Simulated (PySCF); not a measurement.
## Calculated data, CH6B2N, CH6AlB2, CH5BClSi, BH3N

Computed with PySCF 2.14.0. Calculation on a computer-drawn molecule: the log of a Hartree-Fock and frozen-core CCSD(T) single point meant for a local Hartree-Fock minimum, with one planted fault or none, to be diagnosed. Offsets are logged minus clean, where the clean run is the same molecule without the fault. The reference is restricted for singlets and unrestricted otherwise, and also for a bond in bohr or an excited solution. Adding or removing an electron swaps singlet and doublet. The excited solution moves the top pair (singlet) or top alpha electron (doublet) to the lowest empty orbital. Highest occupied and lowest empty are orbital energies over both spins, largest force is the largest gradient component, triples share is (T) over the correlation energy, the T1 limit is 0.02 restricted and 0.045 unrestricted, electrons count all cores, a negative frequency is imaginary (commonest isotopes), and the dipole is about the centre of nuclear charge.

Common to all runs: meant charge 0; meant multiplicity 2; logged SCF converged yes; logged CC converged yes; logged SCF stable within its kind yes; possible faults no fault, one electron removed, one electron added, multiplicity raised by two, geometry at a saddle point, SCF held on an excited solution, minimal basis STO-3G, one bond length entered in bohr, all coordinates scaled.

```json
{"entry": 1, "formula": "CH6B2N", "logged_structure": {"atoms_angstrom": [["B", -0.0144, 0.5354, 2.6554], ["C", 0.0756, 0.4845, 1.0902], ["N", 0.9879, -0.5005, 0.5249], ["B", 0.7093, -1.4262, -0.469], ["H", 0.7223, 0.034, 3.4567], ["H", -0.917, 0.3283, 0.6626], ["H", 0.3552, 1.5042, 0.7776], ["H", 1.902, -0.4884, 0.9309], ["H", 1.5749, -2.1815, -0.8231], ["H", -0.3896, -1.463, -0.957]]}, "given": {"meant_basis": "cc-pVDZ", "logged_electrons": 28, "logged_basis_functions": 86, "logged_spin_squared": 0.0, "logged_highest_occupied [eV]": -16.428, "logged_lowest_empty [eV]": -6.763, "logged_largest_force [hartree/bohr]": 0.057284, "logged_T1_diagnostic": 0.024599, "logged_D1_diagnostic": 0.10111, "logged_triples_share": 0.031153, "logged_dipole_magnitude [debye]": 8.3213, "logged_energy_HF [hartree]": -144.84022, "logged_energy_CCSD(T) [hartree]": -145.3539, "drawn_bonds_atom": [1, 2, 3, 1, 2, 2, 3, 4, 4], "drawn_bonds_other_atom": [2, 3, 4, 5, 6, 7, 8, 9, 10], "drawn_bonds_order": [1, 1, 1, 1, 1, 1, 1, 1, 1]}, "results": {"planted_fault": "one electron removed", "HF_energy_offset_from_clean_run [kcal/mol]": 185.2, "CCSD(T)_energy_offset_from_clean_run [kcal/mol]": 189.5}, "notes": ["T1 above single-reference limit"]}
{"entry": 2, "formula": "CH6B2N", "logged_structure": {"atoms_angstrom": [["B", -0.0141, 0.5231, 2.5943], ["C", 0.0739, 0.4734, 1.0651], ["N", 0.9651, -0.489, 0.5128], ["B", 0.693, -1.3934, -0.4582], ["H", 0.7057, 0.0332, 3.3772], ["H", -0.8959, 0.3208, 0.6473], ["H", 0.347, 1.4696, 0.7597], ["H", 1.8582, -0.4772, 0.9095], ["H", 1.5387, -2.1313, -0.8042], ["H", -0.3806, -1.4294, -0.935]]}, "given": {"meant_basis": "cc-pVDZ", "logged_electrons": 29, "logged_basis_functions": 86, "logged_spin_squared": 0.7533, "logged_highest_occupied [eV]": -9.1485, "logged_lowest_empty [eV]": 1.9481, "logged_largest_force [hartree/bohr]": 0.022609, "logged_T1_diagnostic": 0.013848, "logged_D1_diagnostic": 0.050093, "logged_triples_share": 0.027568, "logged_dipole_magnitude [debye]": 1.4604, "logged_energy_HF [hartree]": -145.13032, "logged_energy_CCSD(T) [hartree]": -145.64678, "drawn_bonds_atom": [1, 2, 3, 1, 2, 2, 3, 4, 4], "drawn_bonds_other_atom": [2, 3, 4, 5, 6, 7, 8, 9, 10], "drawn_bonds_order": [1, 1, 1, 1, 1, 1, 1, 1, 1]}, "results": {"planted_fault": "all coordinates scaled, by -2.3 %", "HF_energy_offset_from_clean_run [kcal/mol]": 3.193, "CCSD(T)_energy_offset_from_clean_run [kcal/mol]": 5.747}}
{"entry": 3, "formula": "CH6AlB2", "logged_structure": {"atoms_angstrom": [["B", 1.2243, -2.1917, -0.2399], ["C", 0.3349, -0.9849, 0.2922], ["B", -0.8593, -0.6294, -0.7543], ["Al", -2.9731, -0.2983, -0.2281], ["H", 1.188, -3.3628, 0.1187], ["H", 0.9521, -0.0432, 0.224], ["H", -0.0044, -1.1167, 1.3478], ["H", -0.5025, -0.5039, -1.9293], ["H", -4.0499, -1.5104, -0.2741], ["H", -3.5104, 1.1661, 0.2163]]}, "given": {"meant_basis": "cc-pV(D+d)Z", "logged_electrons": 35, "logged_basis_functions": 95, "logged_spin_squared": 0.7535, "logged_highest_occupied [eV]": -8.8574, "logged_lowest_empty [eV]": 1.0484, "logged_largest_force [hartree/bohr]": 0.01451, "logged_T1_diagnostic": 0.013642, "logged_D1_diagnostic": 0.034801, "logged_triples_share": 0.028382, "logged_dipole_magnitude [debye]": 0.63965, "logged_energy_HF [hartree]": -332.53568, "logged_energy_CCSD(T) [hartree]": -332.95361, "drawn_bonds_atom": [1, 2, 3, 1, 2, 2, 3, 4, 4], "drawn_bonds_other_atom": [2, 3, 4, 5, 6, 7, 8, 9, 10], "drawn_bonds_order": [1, 1, 1, 1, 1, 1, 1, 1, 1]}, "results": {"planted_fault": "all coordinates scaled, by +2.1 %", "HF_energy_offset_from_clean_run [kcal/mol]": 2.013, "CCSD(T)_energy_offset_from_clean_run [kcal/mol]": 0.993}}
{"entry": 4, "formula": "CH5BClSi", "logged_structure": {"atoms_angstrom": [["B", -2.481, -1.1406, 0.6796], ["C", -1.4891, -0.3385, -1.9711], ["Si", 0.193, 0.4951, -1.9175], ["Cl", 1.6037, -0.768, -1.0605], ["H", -2.3832, -2.2118, 1.2035], ["H", -2.1357, 0.4206, -2.4301], ["H", -1.3993, -1.1873, -2.66], ["H", 0.6511, 0.7933, -3.2851], ["H", 0.1631, 1.7269, -1.1111]]}, "given": {"meant_basis": "cc-pV(D+d)Z", "logged_electrons": 47, "logged_basis_functions": 99, "logged_spin_squared": 1.1947, "logged_highest_occupied [eV]": -9.9742, "logged_lowest_empty [eV]": 1.6096, "logged_largest_force [hartree/bohr]": 0.030589, "logged_T1_diagnostic": 0.039149, "logged_D1_diagnostic": 0.18374, "logged_triples_share": 0.025338, "logged_dipole_magnitude [debye]": 1.8236, "logged_energy_HF [hartree]": -813.77205, "logged_energy_CCSD(T) [hartree]": -814.26577, "drawn_bonds_atom": [1, 2, 3, 1, 2, 2, 3, 3], "drawn_bonds_other_atom": [2, 3, 4, 5, 6, 7, 8, 9], "drawn_bonds_order": [1, 1, 1, 1, 1, 1, 1, 1]}, "results": {"planted_fault": "one bond length entered in bohr, row 1 of the drawn bonds", "HF_energy_offset_from_clean_run [kcal/mol]": 79.45, "CCSD(T)_energy_offset_from_clean_run [kcal/mol]": 87.12}}
{"entry": 5, "formula": "CH5BClSi", "logged_structure": {"atoms_angstrom": [["B", -2.481, -1.1406, 0.6796], ["C", -1.9561, -0.7162, -0.7231], ["Si", -0.274, 0.1175, -0.6695], ["Cl", 1.1367, -1.1456, 0.1875], ["H", -2.3832, -2.2118, 1.2035], ["H", -2.6027, 0.043, -1.1821], ["H", -1.8663, -1.5649, -1.412], ["H", 0.1841, 0.4157, -2.0371], ["H", -0.3039, 1.3493, 0.1369]]}, "given": {"meant_basis": "cc-pV(D+d)Z", "logged_electrons": 46, "logged_basis_functions": 99, "logged_spin_squared": 0.0, "logged_highest_occupied [eV]": -16.235, "logged_lowest_empty [eV]": -6.558, "logged_largest_force [hartree/bohr]": 0.075652, "logged_T1_diagnostic": 0.014978, "logged_D1_diagnostic": 0.046799, "logged_triples_share": 0.028306, "logged_dipole_magnitude [debye]": 10.006, "logged_energy_HF [hartree]": -813.61091, "logged_energy_CCSD(T) [hartree]": -814.11198, "drawn_bonds_atom": [1, 2, 3, 1, 2, 2, 3, 3], "drawn_bonds_other_atom": [2, 3, 4, 5, 6, 7, 8, 9], "drawn_bonds_order": [1, 1, 1, 1, 1, 1, 1, 1]}, "results": {"planted_fault": "one electron removed", "HF_energy_offset_from_clean_run [kcal/mol]": 180.6, "CCSD(T)_energy_offset_from_clean_run [kcal/mol]": 183.6}}
{"entry": 6, "formula": "BH3N", "logged_structure": {"atoms_angstrom": [["B", -0.1584, 0.5136, 1.8779], ["N", -0.0751, 1.8891, 1.8093], ["H", -0.9122, -0.1486, 1.2202], ["H", -0.6437, 2.4435, 1.1988], ["H", 0.5586, 2.4269, 2.364]]}, "given": {"meant_basis": "cc-pVDZ", "logged_electrons": 16, "logged_basis_functions": 43, "logged_spin_squared": 0.0, "logged_highest_occupied [eV]": 1.607, "logged_lowest_empty [eV]": 10.299, "logged_largest_force [hartree/bohr]": 0.0558, "logged_T1_diagnostic": 0.01763, "logged_D1_diagnostic": 0.04419, "logged_triples_share": 0.026587, "logged_dipole_magnitude [debye]": 6.8352, "logged_energy_HF [hartree]": -80.76102, "logged_energy_CCSD(T) [hartree]": -81.06336, "drawn_bonds_atom": [1, 1, 2, 2], "drawn_bonds_other_atom": [2, 3, 4, 5], "drawn_bonds_order": [1, 1, 1, 1]}, "results": {"planted_fault": "one electron added", "HF_energy_offset_from_clean_run [kcal/mol]": 62.04, "CCSD(T)_energy_offset_from_clean_run [kcal/mol]": 41.15}, "notes": ["highest electron not bound in this basis"]}
```
